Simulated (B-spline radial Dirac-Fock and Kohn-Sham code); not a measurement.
**Levels of muonic ¹⁴N**

Nucleus: ¹⁴N, uniformly charged sphere, rms radius 2.5582 fm (measured, Angeli and Marinova 2013).

Input of the calculation (task.json; shells as n, l, electrons):

```json
{"items": [{
  "Z": 7,
  "q": 0,
  "cfg": [[1, 0, 2], [2, 0, 2], [2, 1, 3]],
  "A": 14,
  "rrms": 2.5582,
  "do": "muonic",
  "nuclei": [[14, 14.003074, 2.5582, "measured", "sphere"]]
}]}
```

Launch: `python xray2_run.py task.json out`

Model: the Dirac equation of a negative muon with reduced mass in the field of a spherical finite nucleus, with the Uehling potential to all orders; nuclear polarisation, deformation, hyperfine structure, self-energy, higher-order vacuum polarisation, relativistic recoil and electron screening are left out. Program: a radial B-spline solver.

```tsv
level	binding (keV)	point nucleus, no QED (keV)	vacuum polarisation (keV)	⟨r⟩ (fm)
1s1/2	136.6	136.8	0.590	55.4
2s1/2	34.19	34.21	0.072	221.1
2p1/2	34.25	34.21	0.041	183.9
2p3/2	34.23	34.19	0.040	184.0
3s1/2	15.19	15.20	0.020	497.5
3p1/2	15.21	15.20	0.010	460.0
3p3/2	15.21	15.20	0.010	460.3
3d3/2	15.20	15.20	0.004	386.7
3d5/2	15.20	15.19	0.004	386.8
4d3/2	8.550	8.548	0.002	773.6
4d5/2	8.549	8.547	0.002	773.7
4f5/2	8.548	8.547	0.001	663.3
4f7/2	8.547	8.547	0.001	663.3
```

Q: By how much does the finite nuclear size lower the 1s binding energy?

A: By 0.7800 keV, 0.57 % of the point-nucleus value (point value plus vacuum polarisation less the binding energy). The 1s orbit has ⟨r⟩ = 55.4 fm.
